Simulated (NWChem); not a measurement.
System: C2H2F2O2; SMILES O=C(O)C(F)F

Parts of the log:

```
             Northwest Computational Chemistry Package (NWChem) 7.3.0
             --------------------------------------------------------

                             Geometry "geometry" -> ""
                             -------------------------

 Output coordinates in angstroms (scale by  1.889725989 to convert to a.u.)

  No.       Tag          Charge          X              Y              Z
 ---- ---------------- ---------- -------------- -------------- --------------
    1 O                    8.0000     1.19514000    -1.23642200     0.28330600
    2 C                    6.0000     0.13762000    -0.76861900    -0.01890500
    3 O                    8.0000    -0.99768000    -1.45105600    -0.14568400
    4 C                    6.0000    -0.08724700     0.70706400    -0.36088400
    5 F                    9.0000     1.01008400     1.40268100    -0.05549300
    6 F                    9.0000    -1.12739800     1.18264500     0.34859900
    7 H                    1.0000    -0.80196600    -2.37738400     0.06706100
    8 H                    1.0000    -0.31034200     0.82578100    -1.43759600

 Effective nuclear repulsion energy (a.u.)     250.0765807370

                              NWChem Property Module
                              ----------------------

  itol2e modified to match energy
  convergence criterion.

                                 NWChem DFT Module
                                 -----------------

 Summary of "ao basis" -> "ao basis" (spherical)
 ------------------------------------------------------------------------------
       Tag                 Description            Shells   Functions and Types
 ---------------- ------------------------------  ------  ---------------------
 O                          pcsseg-1                 7       17   3s3p1d
 C                          pcsseg-1                 7       17   3s3p1d
 F                          pcsseg-1                 7       17   3s3p1d
 H                          pcsseg-1                 3        5   2s1p

  itol2e modified to match energy
  convergence criterion.

            General Information
            -------------------
          SCF calculation type: DFT
          Wavefunction type:  closed shell.
          No. of atoms     :     8
          No. of electrons :    48
           Alpha electrons :    24
            Beta electrons :    24
          Charge           :     0
          Spin multiplicity:     1
          Use of symmetry is: off; symmetry adaption is: off
          Maximum number of iterations: 150
          AO basis - number of functions:   112
                     number of shells:    48
          Convergence on energy requested:  1.00D-07
          Convergence on density requested:  1.00D-05
          Convergence on gradient requested:  5.00D-04

              XC Information
              --------------
                        BHLYP Method XC Functional
                     Hartree-Fock (Exact) Exchange  0.500
                        Slater Exchange Functional  0.500 local
                    Becke 1988 Exchange Functional  0.500 non-local
              Lee-Yang-Parr Correlation Functional  1.000

             Grid Information
             ----------------
          Grid used for XC integration:  fine
          Radial quadrature: Mura-Knowles
          Angular quadrature: Lebedev.
          Tag              B.-S. Rad. Rad. Pts. Rad. Cut. Ang. Pts.
          ---              ---------- --------- --------- ---------
          O                   0.60       70          10.0       590
          C                   0.70       70          10.0       590
          F                   0.50       70          11.0       590
          H                   0.35       60          11.0       590
          Grid pruning is: on
          Number of quadrature shells:   540
          Spatial weights used:  Erf1

      Superposition of Atomic Density Guess
      -------------------------------------

 Sum of atomic energies:        -424.52886035

      Non-variational initial energy
      ------------------------------

[...]

          -----------------------------------------
          Chemical Shielding Tensors (GIAO, in ppm)
          -----------------------------------------

                                NWChem CPHF Module
                                ------------------

  scftype          =     RHF
  nclosed          =       24
  nopen            =        0
  variables        =     2112
  # of vectors     =        3
  tolerance        = 0.10D-03
  level shift      = 0.00D+00
  max iterations   =       50
  max subspace     =       30

 SCF residual:    1.0563452993134117E-004

Iterative solution of linear equations
  No. of variables     2112
  No. of equations        3
  Maximum subspace       30
        Iterations       50
       Convergence  1.0D-04

   iter   nsub   residual    time
   ----  ------  --------  ---------
     1      3    8.78D-01      32.5
     2      6    2.07D-01      35.2
     3      9    1.53D-02      37.9
     4     12    1.77D-03      40.6
     5     15    1.88D-04      43.4
     6     18    1.76D-05      46.1

      Atom:    1  O
        Diamagnetic
    414.4412     -8.0321      5.3533
     -8.0321    396.1652     -1.2802
      5.3533     -1.2802    396.8405

        Paramagnetic
   -760.0583    -18.8772   -125.8505
    -18.8772   -654.2923     93.4390
   -125.8505     93.4390   -136.8263

        Total Shielding Tensor
   -345.6171    -26.9092   -120.4973
    -26.9092   -258.1271     92.1589
   -120.4973     92.1589    260.0142

           isotropic =    -114.5767
          anisotropy =    -382.4709

          Principal Components and Axis System
                 1           2           3
             -369.5572    299.4934   -273.6662

      1         0.9804     -0.1878     -0.0604
      2         0.0928      0.1690      0.9812
      3         0.1741      0.9676     -0.1831

      Atom:    2  C
        Diamagnetic
    266.1631      0.7692      6.2720
      0.7692    254.7029     -2.3408
      6.2720     -2.3408    235.0359

        Paramagnetic
   -235.9750    -63.9863     -4.9190
    -63.9863   -316.9074     15.7816
     -4.9190     15.7816   -160.0104

        Total Shielding Tensor
     30.1881    -63.2172      1.3530
    -63.2172    -62.2045     13.4407
      1.3530     13.4407     75.0254

           isotropic =      14.3364
          anisotropy =    -164.3623

          Principal Components and Axis System
                 1           2           3
              -95.2385     77.5127     60.7349

      1         0.4495     -0.2399      0.8605
      2         0.8902      0.2000     -0.4093
      3        -0.0738      0.9500      0.3035

      Atom:    3  O
        Diamagnetic
    395.3876      8.1044      2.3845
      8.1044    404.7644     -2.8238
      2.3845     -2.8238    378.5800

        Paramagnetic
   -232.5180    120.4375    -26.2987
    120.4375   -311.5414     46.3201
    -26.2987     46.3201   -210.1592

        Total Shielding Tensor
    162.8696    128.5418    -23.9142
    128.5418     93.2231     43.4963
    -23.9142     43.4963    168.4208

           isotropic =     141.5045
          anisotropy =     180.5587

          Principal Components and Axis System
                 1           2           3
              261.8770    180.6948    -18.0583

      1         0.7812     -0.2252     -0.5822
      2         0.6181      0.1479      0.7721
      3         0.0877      0.9630     -0.2548

      Atom:    4  C
        Diamagnetic
    243.0648      0.4186     -2.1779
      0.4186    243.3644     -0.4308
     -2.1779     -0.4308    228.9885

        Paramagnetic
   -147.7943      6.1843     -0.5990
      6.1843   -171.1360      7.4552
     -0.5990      7.4552   -162.8785

        Total Shielding Tensor
     95.2705      6.6029     -2.7770
      6.6029     72.2284      7.0244
     -2.7770      7.0244     66.1100

           isotropic =      77.8696
          anisotropy =      28.7782

          Principal Components and Axis System
                 1           2           3
               97.0551     76.0898     60.4640

      1         0.9681     -0.1816      0.1728
      2         0.2489      0.7796     -0.5746
      3        -0.0304      0.5993      0.7999

      Atom:    5  F
        Diamagnetic
    484.6850     12.2422      3.3514
     12.2422    474.8152      3.5954
      3.3514      3.5954    465.2738

        Paramagnetic
    -99.8891    -23.3605    -34.5597
    -23.3605   -157.4326     72.4748
    -34.5597     72.4748   -154.8317

        Total Shielding Tensor
    384.7959    -11.1183    -31.2083
    -11.1183    317.3826     76.0702
    -31.2083     76.0702    310.4421

           isotropic =     337.5402
          anisotropy =     120.2561

          Principal Components and Axis System
                 1           2           3
              417.7109    358.6971    236.2126

      1        -0.6816      0.7244      0.1036
      2         0.4886      0.5559     -0.6725
      3         0.5448      0.4078      0.7328

      Atom:    6  F
        Diamagnetic
    482.6448     -7.3825    -10.5836
     -7.3825    470.8172      5.6531
    -10.5836      5.6531    470.3579

        Paramagnetic
   -106.6684     63.6206    -12.8581
     63.6206   -136.4724     71.2874
    -12.8581     71.2874   -175.4488

        Total Shielding Tensor
    375.9765     56.2381    -23.4417
     56.2381    334.3448     76.9405
    -23.4417     76.9405    294.9091

           isotropic =     335.0768
          anisotropy =     131.2938

          Principal Components and Axis System
                 1           2           3
              422.6060    365.6724    216.9520

      1         0.6760     -0.6613      0.3251
      2         0.6794      0.3886     -0.6224
      3         0.2853      0.6416      0.7120

      Atom:    7  H
        Diamagnetic
     25.1630      0.5723      1.1573
      0.5723     43.8836     -4.1250
      1.1573     -4.1250     20.3328

[...]
```

Level: BHandHLYP/pcSseg-1, GIAO. All runs use the structure optimised with PBE0/def2-SVP. NWChem prints the field gradient with the sign opposite to the second derivative of the potential. The printed shielding anisotropy is the first printed principal value minus the mean of the other two.

Problem. Write an input that gives this output.

Solution. One answer among several that fit: the input that was run:
```
start job
memory heap 200 mb stack 900 mb global 1100 mb
geometry units angstroms noautosym nocenter noautoz
  O      1.195140    -1.236422     0.283306
  C      0.137620    -0.768619    -0.018905
  O     -0.997680    -1.451056    -0.145684
  C     -0.087247     0.707064    -0.360884
  F      1.010084     1.402681    -0.055493
  F     -1.127398     1.182645     0.348599
  H     -0.801966    -2.377384     0.067061
  H     -0.310342     0.825781    -1.437596
end
basis spherical
  * library pcsseg-1
end
dft
  xc bhlyp
  iterations 150
end
property
  shielding
  efieldgrad
end
task dft property
```
